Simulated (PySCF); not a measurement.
# Bi(NH2)3: from a saddle point downhill

PySCF 2.14.0, RKS B3LYP, Bi def2-SVP with ECP60, N def2-SVP, H def2-SVP; non-relativistic Hamiltonian with scalar-relativistic core potentials where named; density fitting; no spin-orbit coupling. Relaxed within the symmetry of its start, the geometry (D3h) is

```xyz
10

Bi    0.0000    0.0000    0.0000
N     2.2719    0.0000    0.0000
H     2.8786    0.0000    0.8249
H     2.8786    0.0000   -0.8249
N    -1.1360    1.9675    0.0000
H    -1.4393    2.4929    0.8249
H    -1.4393    2.4929   -0.8249
N    -1.1359   -1.9675    0.0000
H    -1.4393   -2.4929    0.8249
H    -1.4393   -2.4929   -0.8249
```

and its lowest harmonic modes are -1321, -255, -201, -201, 84, 84 cm⁻¹ (negative: unstable). It was moved along the lowest mode and relaxed again, within the group C3v that the move left.

Q: Where does it end, and how much lower?

A: In C3v, 3.293 eV lower, after 14 steps:
```xyz
10

Bi    0.0000    0.0000   -1.1529
N     1.8503    0.0000   -0.0770
H     1.9450    0.0000    0.9328
H     2.7388    0.0000   -0.5661
N    -0.9252    1.6024   -0.0770
H    -0.9725    1.6844    0.9328
H    -1.3694    2.3719   -0.5661
N    -0.9251   -1.6024   -0.0770
H    -0.9725   -1.6844    0.9328
H    -1.3694   -2.3719   -0.5661
```

Q: How do the contacts change?

A: 
| contact | saddle (Å) | end (Å) |
| --- | --- | --- |
| Bi1–N2 (NH2) | 2.272 | 2.140 |
| Bi1–N5 (NH2) | 2.272 | 2.140 |
| Bi1–N8 (NH2) | 2.272 | 2.140 |


No frequency check is given for the end, and other unstable modes may remain.

State: singlet.
